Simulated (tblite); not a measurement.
Compound: C₂F₂NO₄S₂ (charge -1).
Numbering: `[N:1]#[C:2][C-:3]([S:4](=[O:5])(=[O:6])[F:7])[S:8](=[O:9])(=[O:10])[F:11]`

Structure used (GFN2-xTB), in Å, numbered top down from 1:
```
atom  x, y, z in Å
N1    -1.010    2.793    0.115
C2    -0.568    1.730    0.204
C3    -0.020    0.492    0.414
S4     1.339    0.041   -0.506
O5     2.159    1.149   -0.886
O6     1.125   -0.989   -1.462
F7     2.234   -0.686    0.693
S8    -1.045   -0.856    0.487
O9    -2.220   -0.626    1.269
O10   -0.329   -2.062    0.711
F11   -1.659   -0.984   -1.065
```

Computed geometry: GFN2-xTB, gas phase.

Take the most abundant isotopes and a rigid rotor. The values belong to one conformer with, in the numbering `[N:1]#[C:2][C-:3]([S:4](=[O:5])(=[O:6])[F:7])[S:8](=[O:9])(=[O:10])[F:11]`, C2–C3–S4–O5 30°, C2–C3–S8–O9 -44°.

**Question.** What are A, B and C (MHz)?

**Answer.** Ia = 401.88, Ib = 572.22, Ic = 759.34 u·Å²; 505379 MHz·u·Å²/I gives A = 1258, B = 883.2, C = 665.6 MHz.

**Question.** Classify the top.

**Answer.** An asymmetric top; Ray's κ = -0.265.

**Question.** What does the inertial defect say?

**Answer.** Not planar: Δ = Ic − Ia − Ib = -214.76 u·Å². For a rigid frame Δ = −2 Σ m c², so Σ m c² = 107.38 u·Å² lies off the ab plane. The atom farthest from that plane is 1.47 Å away.

**Question.** Estimate the classical rotational partition function at 25 K, 50 K and 200 K.

**Answer.** Point group C1, symmetry number σ = 1; q = (√π/σ)·√((kT/h)³/(ABC)), k/h = 20836.6 MHz/K: 24500 at 25 K, 69300 at 50 K, 555000 at 200 K.

Its GFN2-xTB frequencies are all real (lowest 40 cm⁻¹). No vibrational averaging or centrifugal distortion is included, and the geometry carries the error of its method.
